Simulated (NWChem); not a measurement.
Species: SrCl₂; SMILES [Cl][Sr][Cl]

Computed with NWChem. Geometry: optimised at PBE0/def2-SVP. def2 effective core potentials on Sr; no spin-orbit coupling. Level PBE/def2-TZVP: single points from the atomic guess with DIIS by default; each run changes one setting, and all converged runs end within 0.3 mHa of each other. cgmin counts macro-iterations, each dearer than a DIIS step. NWChem's automatic level shift, which a small gap switches on, acted in some of these runs.

Q: Which setting needs the most SCF iterations, or fails (occupation smearing of 0.005 Ha; DIIS on 20 Fock matrices; core-Hamiltonian guess; no level shifting; defaults; quadratically convergent solver (cgmin))?

A: core-Hamiltonian guess, with 40 against 8 for the defaults.
| setting | SCF iterations |
|---|---|
| defaults | 8 |
| core-Hamiltonian guess | 40 |
| occupation smearing of 0.005 Ha | 8 |
| quadratically convergent solver (cgmin) | 6 |
| DIIS on 20 Fock matrices | 8 |
| no level shifting | 8 |
